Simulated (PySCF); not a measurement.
Compound: C4H13ClSSi2.
Z-matrix (Å and degrees, GFN2-xTB geometry), rows numbered from 1:
```
C 
S   1  1.8198
C   2  1.8579  1  104.21
C   3  1.5197  2  109.51  1    52.94
Si  3  1.9221  2  101.82  1   170.15
C   3  1.5231  2  108.30  1   -69.35
Si  6  1.9029  3  117.59  2  -178.19
Cl  7  2.0217  6  106.45  3  -175.32
H   1  1.0861  2  110.57  3    56.06
H   1  1.0857  2  110.31  3   -67.18
H   1  1.0852  2  105.34  3   174.32
H   4  1.0886  3  110.52  2    47.34
H   4  1.0888  3  110.03  2   166.68
H   4  1.0905  3  111.39  2   -73.59
H   5  1.4598  3  108.11  2   -55.28
H   5  1.4594  3  108.81  2    65.47
H   5  1.4649  3  107.23  2  -174.01
H   6  1.0971  3  108.83  2    59.72
H   6  1.0945  3  108.39  2   -54.87
H   7  1.4602  6  112.04  3    67.09
H   7  1.4625  6  112.54  3   -58.73
```

Computed at PBE0/pcSseg-1 (PySCF, non-relativistic), with Q(33S) = −0.0678 b, Q(35Cl) = −0.0817 b: S2, 33S (I = 3/2): χzz = 49.59 MHz, η = 0.639; Cl8, 35Cl (I = 3/2): χzz = -40.40 MHz, η = 0.023.

Problem. Find the zero-field quadrupole resonance frequencies of 33S at S2.

Solution. From ν = (|χ|/2)√(1 + η²/3): ν = 26.43 MHz (sulfide sulfur).

Problem. Find the zero-field quadrupole resonance frequencies of 35Cl at Cl8.

Solution. From ν = (|χ|/2)√(1 + η²/3): ν = 20.20 MHz (silicon-bound chlorine). For 37Cl the ratio of quadrupole moments, 0.7881, gives 15.92 MHz.

Problem. Apply the simplest Townes–Dailey estimate (no s hybridisation, no π bonding), ionic character = 1 − χzz/χ0, where χ0 is the coupling for one missing p electron along the bond: −109.74 MHz for 35Cl.

Solution. Cl8 on Si7: 1 − (-40.40)/(-109.74) = 0.63. In this model a purely covalent bond gives χ0 and a free halide ion gives zero; s hybridisation or π bonding, where present, is counted here as ionic character.

In a crystal, neighbours and librations shift these lines. Geometry: GFN2-xTB, one conformer, isolated molecule. GFN2-xTB bond lengths can be off by several hundredths of an ångström, more for odd bonds, and the gradients follow them. With so small a basis the couplings can be 20 % off.
